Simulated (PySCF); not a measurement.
C3H10OSi2.
SMILES: `[SiH3]OC1C[SiH2]C1`

Torsions of this conformer, `[SiH3:1][O:2][CH:3]1[CH2:4][SiH2:5][CH2:6]1`: Si1–O2–C3–C4 69°.

The closed-shell ground state was solved at several levels (PySCF, density fitting, gas phase, non-relativistic). One conformer (not necessarily the lowest) at the PBE0-D3(BJ)/def2-SVP geometry, without solvent, vibrations or thermal averaging.

```tsv
level	basis functions	total energy (Eh)	HOMO (eV)	LUMO (eV)	gap (eV)	dipole (D)
mPW1PW91/pcSseg-2	370	-774.6339	-7.85	0.13	7.98	0.71
PBE0/def2-SVPD	211	-773.7642	-7.83	0.24	8.07	0.72
```

(1) What might PBE0/pcSseg-1 (166 basis functions) give for the same quantities?

(2) Over all these levels, which gives the widest orbital gap and which the narrowest?

(3) How far do the dipole and the HOMO energy spread over the levels?

Answers

(1) Total energy -774.0290 Eh, HOMO -7.81 eV, LUMO 0.46 eV, gap 8.27 eV, dipole 0.80 D.

(2) PBE0/pcSseg-1 (global hybrid, 25 % exact exchange) has the widest, 8.27 eV, and mPW1PW91/pcSseg-2 (global hybrid, 25 % exact exchange) the narrowest, 7.98 eV. Functional and basis both differ between the two, so the spread mixes both effects.

(3) The dipole runs from 0.71 to 0.80 D (mean 0.74 D) and the HOMO from -7.85 to -7.81 eV.
